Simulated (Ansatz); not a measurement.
`C=C(F)BCl` + H₂O → `C=C(O)BCl` + H–F at 400 K and 1 bar (formal hydrolysis of a C–F bond).

Computed with Ansatz on PBE0-D4/def2-TZVP structures; ΔE is electronic, products minus reactants. CBS: MP2 limit from def2 TZ/QZ plus the TZ coupled-cluster correction, frozen cores. This one scheme is used for every species. One conformer a species, not always the lowest.

| species | CCSD(T)/CBS energy (Eh) | H − E (kJ/mol) | S (J/(mol·K)) |
| --- | --- | --- | --- |
| `C=C(F)BCl` | -662.28140 | 154.5 | 342.8 |
| H₂O | -76.37941 | 69.8 | 198.6 |
| `C=C(O)BCl` | -638.27016 | 188.9 | 348.7 |
| H–F | -100.39570 | 36.5 | 182.2 |

H − E and S are ideal-gas, rigid-rotor, harmonic terms from PBE0-D4/def2-TZVP, for one conformer and one mirror image of each species. 1 Eh = 2625.50 kJ/mol, R = 8.31446 J/(mol·K).

Task: By hand: ΔE, ΔH, ΔS and ΔG.

Result: ΔE = (-638.27016) + (-100.39570) − (-662.28140) − (-76.37941) = -0.00505 Eh = -13.3 kJ/mol. Δ(H − E) = 188.9 + 36.5 − 154.5 − 69.8 = 1.1, so ΔH = -12.2 kJ/mol. ΔS = 348.7 + 182.2 − 342.8 − 198.6 = -10.5 J/(mol·K). ΔG = -12.2 − 400 × (-10.5)/1000 = -8.0 kJ/mol.

Task: By hand: the equilibrium constant, and the temperature at which ΔG would vanish if ΔH and ΔS stayed fixed.

Result: log₁₀ K = −ΔG/(RT ln 10) = 1.0. ΔG = 0 at ΔH/ΔS = 1162 K, though so small a ΔS makes that figure unsure.

TΔS isn't small against ΔH here. A doubt of 5 kJ/mol in ΔE shifts log₁₀ K by 0.7 here. Other conformers and mirror images would add mixing entropy, several J/(mol·K) or more a flexible species. These are equilibria of isolated gas molecules and say nothing of rates. Largest T1 diagnostic: 0.013 (customary marks: 0.02 for closed shells, 0.045 for open ones).
